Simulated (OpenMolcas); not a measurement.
Cr3+ in Cs2NaYF6: curves along the breathing mode

Cr3+ with its 6 nearest fluoride ions, on the Y site of Cs2NaYF6 (a = 9.075 Å, distance in the model lattice 2.178 Å). The rest of the host is ab initio model potentials to 7.6 Å, with orthogonalisation functions on the cations behind the ligands, and point charges beyond; the distance is set by hand and nothing relaxes. Ligand basis ANO-RCC-VDZP.

```yaml
Program: OpenMolcas 26.06
Method: "SS-CASPT2, IPEA 0.25 Eh, imaginary shift 0.1 Eh (closed shells correlated: 3s 3p and the ligand valence shells)"
Basis: ANO-RCC-VDZP [5s4p2d1f]
Scalar_Hamiltonian: DKH2, point nucleus
Active_space: 3 electrons in 5 orbitals (3d)
State_averaging: 2S+1 = 4 even, 10 roots; 2S+1 = 2 even, 40 roots
Spin-orbit_coupling: RASSI with atomic mean-field integrals over the reference wave functions
```

Spin-free energies (labels of O, the rotations of Oh) in cm-1 above the lowest fitted minimum, as all ligands move together:

```tsv
R (Å)	4A2	4T2	2E	2T1	4T1	2T2	2A1
1.881	160	18560	15480	16440	26000	22920	29890
1.925	290	16940	15590	16600	24060	22730	28340
1.969	2170	17300	17450	18460	24100	24290	28760
2.014	5560	19330	20820	21840	25820	27420	30850
2.058	10050	22690	25270	26290	28860	31550	34250
2.102	15500	27150	30670	31700	33020	36710	38740
2.146	21730	32520	36840	37850	38120	42680	44140
```

Cubic fits give the following; the wavenumber is harmonic, with the mass of all moving ligands, small differences in it between states hang on the degree of the fit, a number in brackets counts states of one label, and the table is a selection of at most 14 states with clean curves.

```
 State  R0 (Å)  Breathing mode (cm-1)  Minimum (cm-1)
   4A2   1.899                    528               0
   4T2   1.939                    528           16880
    2E   1.899                    526           15310
   2T1   1.898                    525           16290
   4T1   1.947                    521           23870
   2T2   1.906                    520           22610
   2A1   1.937                    527           28290
2T2(2)   1.941                    529           32180
2T1(2)   1.938                    528           33030
 2E(2)   1.936                    528           33740
4T1(2)   1.969                    538           36090
2T1(3)   1.943                    525           38010
2T2(3)   1.932                    462           45800
   2A2   1.935                    527           45870
```

The minimum of 4T2 is shifted by +0.0401 Å against 4A2 (from the unrounded fits). With M = 114.0 u for the moving shell, the Huang-Rhys factor in this mode is S = M ω ΔR² / 2ħ = 0.01483 × 114.0 × 528 × 0.0401² = 1.44. Only the first shell moves, against a rigid host.

Roots that are degenerate in the reference are averaged as groups; the widest CASPT2 spread within a group is 670 cm-1 (the 3-fold group of multiplicity 2 near 70000 cm-1 above the lowest state of its run, R = 2.014). Shifts and gaps below about the spread of the groups concerned are not significant. Over all roots computed the reference weight is 0.73 in R = 1.881, 0.73 in R = 1.925, 0.72 to 0.73 in R = 1.969, 0.72 to 0.73 in R = 2.014, 0.72 to 0.73 in R = 2.058, 0.72 to 0.73 in R = 2.102, 0.71 to 0.73 in R = 2.146; a low but even weight reflects the number of correlated electrons. Ligand-to-metal charge-transfer states are missing. With no ligand orbital active B as a rule stays too high, so bands that hang on it stand too high and its fall with covalency is understated. With one d shell and no ligand orbital active, 10Dq can be off by a tenth or more. These CASPT2 states fit no ligand-field parameters well, so their order and spin gaps are uncertain (holds for R = 2.014; R = 2.058; R = 2.102; R = 2.146). Free-ion shares, where given, are those of the reference states; single-state CASPT2 does not remix them (holds for R = 2.058; R = 2.102; R = 2.146). No measured value stands beside these numbers.
